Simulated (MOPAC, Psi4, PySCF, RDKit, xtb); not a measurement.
Two geometries of SMILES N[SiH2][SiH2]Cl, relaxed at B3LYP-D3(BJ)/def2-SVP with one dihedral held; other torsions can differ between them too.

Structure A

```
10

N     -1.6782    -0.4777     0.3712
Si    -0.5689     0.7416    -0.1852
Si     1.6034    -0.1186     0.1468
Cl     2.6058    -0.2317    -1.6890
H     -2.6648    -0.2501     0.4644
H     -1.5696    -1.4321     0.0393
H     -0.6768     1.1645    -1.6204
H     -0.7835     1.9605     0.6500
H      2.4224     0.7298     1.0592
H      1.5415    -1.4969     0.7158
```

Structure B

```
10

N     -1.6730    -0.4423     0.3330
Si    -0.6135     0.8245    -0.1613
Si     1.5571    -0.0644     0.1299
Cl     1.3181    -2.0212     0.8669
H     -2.6808    -0.4234     0.2302
H     -1.3079    -1.3653     0.5433
H     -0.7660     1.2521    -1.5905
H     -0.7587     2.0708     0.6546
H      2.3234    -0.1577    -1.1451
H      2.3823     0.6878     1.1166
```

Which is lower in energy at the level DF-MP2 (frozen core)/cc-pVTZ // B3LYP-D3(BJ)/def2-SVP (Psi4 1.11), and by how much?

B is lower, by 0.39 kcal/mol (dihedral N1–Si2–Si3–Cl4: 120° in A, 0° in B).

E(B) − E(A) in kcal/mol at the other levels, on the same two geometries: MMFF94 // B3LYP-D3(BJ)/def2-SVP (RDKit) 2.48; PBE0/def2-TZVP // B3LYP-D3(BJ)/def2-SVP (Psi4) -0.28; PBE0-D3(BJ)/def2-TZVP // B3LYP-D3(BJ)/def2-SVP (Psi4) -0.51; PBE/def2-TZVP // B3LYP-D3(BJ)/def2-SVP (Psi4) -0.13; PBE-D3(BJ)/def2-TZVP // B3LYP-D3(BJ)/def2-SVP (Psi4) -0.39; wB97M-V/def2-TZVP // B3LYP-D3(BJ)/def2-SVP (Psi4) -0.65; HF/cc-pVTZ // B3LYP-D3(BJ)/def2-SVP (Psi4) 0.18; UFF // B3LYP-D3(BJ)/def2-SVP (RDKit) 5.74; PM7, restricted, heats of formation // B3LYP-D3(BJ)/def2-SVP (MOPAC) 1.38; PM6, restricted, heats of formation // B3LYP-D3(BJ)/def2-SVP (MOPAC) -1.62; GFN1-xTB // B3LYP-D3(BJ)/def2-SVP (xtb) -0.50; restricted B3LYP/6-31G*, spherical d // B3LYP-D3(BJ)/def2-SVP (PySCF) 0.05; restricted Hartree-Fock/3-21G // B3LYP-D3(BJ)/def2-SVP (PySCF) -2.72; restricted Hartree-Fock/6-31G*, spherical d // B3LYP-D3(BJ)/def2-SVP (PySCF) 0.26; restricted BP86/6-31G*, spherical d // B3LYP-D3(BJ)/def2-SVP (PySCF) 0.20.

MMFF94 has few fitted parameters for silicon.
